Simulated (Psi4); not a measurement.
H4BN, charge -1, doublet, at a GFN2-xTB geometry (a state made from the parent by changing its charge; the spin is typed, not shown lowest) (a gas-phase anion, which may not be bound at this level). Base run: Psi4 with PBE0/6-31G*.

Psi4 was given this input:
```
memory 2 GB

molecule {
-1 2
  B    -0.85821139    0.10739517   -0.15583823
  N     0.69923672   -0.10831351   -0.09977272
  H    -1.46270089   -0.95255085    0.11348944
  H    -1.25784084    1.05119416    0.59906258
  H     1.14447758    0.79761676    0.05102349
  H     0.97246411   -0.67504134    0.71402463
}

set basis 6-31g*
set reference uks

energy('pbe0')
print_variables()
```

Each row names what was changed in the base input (with any setting that the change needs).

| change | ΔE vs base (mEh) | point group used | SCF cycles |
|---|---|---|---|
| base | 0.000 | c1 | 9 |
| molecule keys = symmetry c1 | 0.000 | c1 | 9 |
| molecule keys = symmetry c1, no_reorient, no_com | 0.000 | c1 | 9 |
| molecule keys = no_reorient | 0.000 | c1 | 9 |
| jitter_ang = 0.002 | -0.051 | c1 | 9 |

Open shells are given as the SCF converged; they aren't shown to be the lowest states, and a large step between rows can be another state.

A gas-phase anion may not be bound at this level; its values then depend on the basis.
